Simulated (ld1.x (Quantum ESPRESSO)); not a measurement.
## PBEsol TM dataset for argon, scalar-relativistic all-electron reference.

ld1.x (Quantum ESPRESSO) 7.5 input, shortened:

```
&input
   title='Ar', zed=18., rel=1, dft='PBESOL', iswitch=3,
   config='[Ne] 3s2 3p4'
 /
 &inputp
   pseudotype=2, tm=.true., lloc=1,
   nlcc=.true., new_core_ps=.true., rcore=0.55
 /
2
3S  1  0   2.00   0.00  1.15  1.15  0.0
3P  2  1   4.00   0.00  0.95  0.95  0.0
 &test
   configts(1)='3s2 3p4'
 /
```

* Cutoffs needed: 120 Ry and 230 Ry (the cutoffs (Ry, on a coarse ladder) from which the occupation-weighted sum of valence levels, in a spherical-Bessel basis at the reference potential, stays within 10 and 1 mRy of its value at 400 Ry)
* Ghost test: no extra level below or beside the all-electron valence levels (s, p, d, f tested) (spherical-Bessel basis up to 400 Ry, 20 bohr box)
* Largest excitation error: +87 meV (all-electron minus pseudo) for 3s2 3p2, out of 6 test configurations
